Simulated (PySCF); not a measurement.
In(OH) (HInO), SMILES [OH][In] (connectivity only; charge and spin as stated), neutral, multiplicity 1.

Geometry: B3LYP-D3(BJ)/def2-TZVP. A frequency run showed that this geometry is not a minimum. The def2 effective core potentials stand for the cores of In; spin–orbit coupling is left out.

The numbers are results of TDDFT-B3LYP/def2-TZVPD run with PySCF 2.14.0, not measurements.

Vertical excitations; the highest root listed may be one member of a degenerate set. Gas-phase values at a fixed geometry. State labels are in the subgroup C2v.

| state | symmetry | energy (eV) | λ (nm) | f | main pairs |
|---|---|---|---|---|---|
| S1 | A2 | 4.88 | 254 | 0.000 | HOMO−2→LUMO+1 50 %, HOMO−1→LUMO 50 % |
| S2 | A2 | 4.96 | 250 | 0.000 | HOMO−1→LUMO, HOMO−2→LUMO+1 (degenerate set) |
| S3 | A1 | 4.96 | 250 | 0.000 | HOMO−1→LUMO+1, HOMO−2→LUMO (degenerate set) |
| S4 | B2 | 5.60 | 221 | 0.275 | HOMO→LUMO+1 (degenerate set) |
| S5 | B1 | 5.60 | 221 | 0.275 | HOMO→LUMO (degenerate set) |
| S6 | A1 | 5.81 | 213 | 0.018 | HOMO−2→LUMO 43 %, HOMO−1→LUMO+1 43 %, HOMO→LUMO+2 12 % |
| S7 | B2 | 6.27 | 198 | 0.074 | HOMO−1→LUMO+2 (degenerate set) |
| S8 | B1 | 6.27 | 198 | 0.074 | HOMO−2→LUMO+2 (degenerate set) |
| S9 | A1 | 6.76 | 183 | 0.634 | HOMO→LUMO+2 85 % |
| S10 | A1 | 7.10 | 175 | 0.027 | HOMO→LUMO+3 98 % |
| T1 | B1 | 4.16 | 298 | 0 | HOMO→LUMO (degenerate set) |
| T2 | B2 | 4.16 | 298 | 0 | HOMO→LUMO+1 (degenerate set) |
| T3 | A1 | 4.58 | 271 | 0 | HOMO−2→LUMO 49 %, HOMO−1→LUMO+1 49 % |
| T4 | A2 | 4.70 | 264 | 0 | HOMO−1→LUMO 49 %, HOMO−2→LUMO+1 49 % |
Triplets are in the Tamm–Dancoff approximation, which puts them higher than full response would, so one can lie above its singlet here.
